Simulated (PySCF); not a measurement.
# One molecule, several mistakes: CH7NOSi

Calculated results; nothing here was measured. The program is PySCF 2.14.0, an open-source quantum chemistry code, run on an isolated molecule that a program drew, which may never have been made. The molecule is CH7NOSi (charge 0, singlet), drawn as the SMILES string `CO[SiH2]N`.

Each row is a Hartree-Fock (HF) and frozen-core CCSD(T) single point in the cc-pV(D+d)Z basis, meant for a local HF minimum. Run 1 is clean. Each other run has one planted mistake out of seven kinds, and not every kind appears here: one electron removed, one electron added, multiplicity raised by two, geometry at a saddle point, minimal basis STO-3G, one bond length entered in bohr, all coordinates scaled. The reference is restricted for singlets and unrestricted otherwise, and also for a bond in bohr. Adding or removing an electron swaps singlet and doublet. Electrons count all cores. HOMO and LUMO are orbital energies over both spins, the gradient is its largest component, and the lowest frequency (negative if imaginary) is given only where the gradient is small. Bond lengths are over the 10 bonds as drawn. T1 is the CCSD diagnostic: over 0.02 (restricted) or 0.045 (unrestricted) a single reference is doubtful.

Geometry of the clean run:
```xyz
11
CH7NOSi, angstrom
C     0.2709   -1.5423    1.0137
O     0.9694   -1.3104   -0.1756
Si    1.0167    0.1013   -1.0263
N    -0.4712    0.6324   -1.6819
H     0.4875   -2.5557    1.3497
H     0.5753   -0.8457    1.8015
H    -0.8098   -1.4506    0.8683
H     1.4728    1.1884   -0.1313
H     1.9630   -0.1708   -2.1189
H    -1.1131    1.1736   -1.1353
H    -0.9564    0.0945   -2.3749
```

| run | electrons | basis functions | <S^2> | HOMO (eV) | LUMO (eV) | gradient (hartree/bohr) | lowest frequency (cm^-1) | mean bond (Å) | longest bond (Å) | T1 | HF (hartree) | CCSD(T) (hartree) | mistake |
|---|---|---|---|---|---|---|---|---|---|---|---|---|---|
| 1 | 42 | 100 | 0.000 | -11.10 | 4.55 | 5.7e-06 | 85 | 1.2992 | 1.710 | 0.0109 | -460.26044 | -460.92400 | no fault |
| 2 | 41 | 100 | 0.760 | -16.93 | -6.77 | 1.2e-01 | - | 1.2992 | 1.710 | 0.0396 | -459.93878 | -460.56793 | one electron removed |
| 3 | 42 | 31 | 0.000 | -8.22 | 13.17 | 2.9e-02 | - | 1.2992 | 1.710 | 0.0088 | -454.69055 | -454.90957 | minimal basis STO-3G |
| 4 | 42 | 100 | 0.000 | -11.18 | 4.62 | 1.6e-02 | - | 1.2745 | 1.678 | 0.0104 | -460.25623 | -460.91535 | all coordinates scaled |
| 5 | 42 | 100 | 0.791 | -8.92 | 2.60 | 1.0e-02 | - | 1.4300 | 2.779 | 0.0465 | -460.14018 | -460.79674 | ? |
| 6 | 42 | 100 | 2.008 | -2.76 | -0.07 | 8.3e-02 | - | 1.2992 | 1.710 | 0.0205 | -460.02599 | -460.67028 | ? |

**Which mistake was planted in run 5, and what did it cost?**

The mean bond changes by a factor of 1.101 and the longest by 1.625, so the molecule wasn't scaled as a whole. A length L in bohr read as angstrom grows by (1/0.5292 - 1) L = 0.890 L. The 10 bonds together grew by 10 x 0.1308 = 1.308 Å, which gives L = 1.470 Å. That is the length of one of the H-Si bonds, 1.471 Å in the clean geometry. So the mistake is: one bond length entered in bohr. Subtracting run 1 and multiplying by 627.51 kcal/mol a hartree, the energy moved by 75.5 kcal/mol in HF and 79.9 kcal/mol in CCSD(T).

**Which mistake was planted in run 6, and what did it cost?**

Electrons, basis and geometry are unchanged, and <S^2> is 2.008, beside S(S+1) = 2.00 for a multiplicity of 3. So the mistake is: multiplicity raised by two. Subtracting run 1 and multiplying by 627.51 kcal/mol a hartree, the energy moved by 147.1 kcal/mol in HF and 159.2 kcal/mol in CCSD(T).

Cautions from the logs. Run 5: T1 is over the limit, so its CCSD(T) energy is less reliable.
